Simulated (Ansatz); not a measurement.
Ideal-gas functions of FGeH2O2 (`[OH][Ge]([OH])[F]`) radical at 500 K and 1 bar, from an Ansatz frequency run at PBE0-D4/def2-TZVP.

Molar mass 125.62 g/mol, point group Cs (symmetry number 1), electronic degeneracy 2, moments of inertia 84.434, 87.8, 145.522 u Å². Harmonic wavenumbers (cm⁻¹, unscaled): 33, 192, 234, 262, 270, 664, 705, 720, 875, 921, 3877, 3879.

Use S(trans) = R[1.5 ln M + 2.5 ln T − 1.1517]; rotational temperatures θ = 24.2544 K / I; S(rot) = R[ln(√π/σ · √(T³/θAθBθC)) + 1.5]; for each mode x = 1.438777 ν̃/T, S = R[x/(eˣ − 1) − ln(1 − e⁻ˣ)] and H = RT x/(eˣ − 1); 1 cm⁻¹ = 0.0119627 kJ/mol; R = 8.31446 J/(mol·K).

Problem. By hand: the entropy, in J/(mol·K).

Solution. Translation 179.9. Rotation: θ = 0.2873, 0.2762, 0.1667 K, giving 112.7. Vibration, mode by mode: 27.89, 13.35, 11.76, 10.86, 10.62, 4.09, 3.73, 3.60, 2.54, 2.28, 0.00, 0.00, in all 90.7. Electronic 5.8. Sum 389.1 J/(mol·K).

Problem. By hand: H − E and G − E in kJ/mol, counted from the electronic energy.

Solution. Zero-point energy ½ × 12632 × 0.0119627 = 75.6; thermal vibration 21.2; translation, rotation and pV give 4 RT = 16.6. H − E = 113.4 kJ/mol, and G − E = 113.4 − 500 × 389.1/1000 = -81.2 kJ/mol.

Vibration gives 23 % of the entropy, 27.9 J/(mol·K) of it from the mode under 150 cm⁻¹: soft modes count most, and the harmonic formula is weakest for them. The sum counts one conformer and one mirror image; others add a mixing term.
